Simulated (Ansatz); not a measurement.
`[OH][Ga]([F])[Cl]`. The species carries charge 0 and has multiplicity 1. Geometry: relaxed with PBE0-D4/def2-TZVP. It is one conformer, not always the lowest.

```xyz
5

O    -0.939    0.813   -0.634
Ga    0.135   -0.420    0.019
F    -0.074   -2.042   -0.552
Cl    1.650   -0.039    1.445
H    -0.771    1.689   -0.278
```

Problem. What is the dipole moment at B3LYP/def2-TZVPP? (Best estimate.)

Solution. Ansatz gave: 2.25 D, with components (0.18, 2.14, 0.67) D in this frame, pointing from negative to positive charge.

Problem. And with PBE, r2SCAN, ωB97M-V? (Estimate.)

Solution. The calculation gave: PBE 2.16 D, r2SCAN 2.19 D, ωB97M-V 2.22 D.

Problem. Give the Mulliken charges with B3LYP, ωB97M-V, PBE in def2-TZVPP. (Estimate.)

Solution. The calculation gave: 
| atom | B3LYP | ωB97M-V | PBE |
| --- | --- | --- | --- |
| O1 | -0.37 | -0.37 | -0.33 |
| Ga2 | 0.76 | 0.76 | 0.65 |
| F3 | -0.35 | -0.35 | -0.31 |
| Cl4 | -0.22 | -0.21 | -0.21 |
| H5 | 0.19 | 0.18 | 0.19 |

B3LYP here is the variant with VWN-RPA as its local correlation; programs differ in this.
